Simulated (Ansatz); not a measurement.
Molecule (SMILES): ClBr (Cl-Br).
Geometry (B3LYP-D3(BJ)/def2-TZVP, fixed):
```
Cl
Br 1 2.1653
```
Charge 0, spin multiplicity 1.

Basis-set convergence of the dipole moment at CCSD(T) with Ansatz (a first-principles code). Dipoles come from the density behind the forces; the sign is taken along the dipole that this method gives in the largest set. The reference of a correlated method is not its basis-set limit, which lies further on. Cartesian d functions, on some or all atoms, in 6-31G, 6-31G**, 6-311G**; all else is spherical. Cores are frozen (with 3d on Ga to Br). No added dispersion term, no relativity. Reference: the value in aug-pcseg-3, 0.469 D, itself unsure by roughly 0.007 D (its mean distance from aug-cc-pV(Q+d)Z, def2-QZVPPD). Deviations are taken from unrounded values. Cost is core time over that of pcseg-2, rough, on shared machines of one kind; a dash marks a row that isn't timed (too short, read off another run, short of memory, by another algorithm or on other hardware).

```json
[
 {"basis": "6-31G", "functions": "42", "dipole moment (D)": "0.794", "minus reference (D)": "0.325", "cost": "-"},
 {"basis": "pcseg-1", "functions": "45", "dipole moment (D)": "0.478", "minus reference (D)": "0.009", "cost": "-"},
 {"basis": "cc-pV(D+d)Z", "functions": "50", "dipole moment (D)": "0.527", "minus reference (D)": "0.058", "cost": "-"},
 {"basis": "6-31G**", "functions": "54", "dipole moment (D)": "0.497", "minus reference (D)": "0.028", "cost": "-"},
 {"basis": "aug-pcseg-1", "functions": "63", "dipole moment (D)": "0.417", "minus reference (D)": "-0.052", "cost": "-"},
 {"basis": "aug-cc-pV(D+d)Z", "functions": "68", "dipole moment (D)": "0.480", "minus reference (D)": "0.010", "cost": "0.9×"},
 {"basis": "def2-SVPD", "functions": "68", "dipole moment (D)": "0.494", "minus reference (D)": "0.025", "cost": "0.7×"},
 {"basis": "6-311G**", "functions": "71", "dipole moment (D)": "0.591", "minus reference (D)": "0.122", "cost": "0.7×"},
 {"basis": "pcseg-2", "functions": "77", "dipole moment (D)": "0.430", "minus reference (D)": "-0.039", "cost": "1×"},
 {"basis": "cc-pV(T+d)Z", "functions": "82", "dipole moment (D)": "0.485", "minus reference (D)": "0.016", "cost": "0.9×"},
 {"basis": "def2-TZVP", "functions": "85", "dipole moment (D)": "0.469", "minus reference (D)": "-0.001", "cost": "1×"},
 {"basis": "def2-TZVPD", "functions": "103", "dipole moment (D)": "0.473", "minus reference (D)": "0.004", "cost": "3×"},
 {"basis": "aug-pcseg-2", "functions": "109", "dipole moment (D)": "0.451", "minus reference (D)": "-0.018", "cost": "4×"},
 {"basis": "cc-pV(Q+d)Z", "functions": "132", "dipole moment (D)": "0.473", "minus reference (D)": "0.004", "cost": "8×"},
 {"basis": "pcseg-3", "functions": "132", "dipole moment (D)": "0.456", "minus reference (D)": "-0.013", "cost": "9×"},
 {"basis": "def2-QZVP", "functions": "145", "dipole moment (D)": "0.493", "minus reference (D)": "0.024", "cost": "10×"},
 {"basis": "def2-QZVPP", "functions": "159", "dipole moment (D)": "0.495", "minus reference (D)": "0.025", "cost": "20×"},
 {"basis": "cc-pV(5+d)Z", "functions": "204", "dipole moment (D)": "0.475", "minus reference (D)": "0.006", "cost": "90×"}
]
```
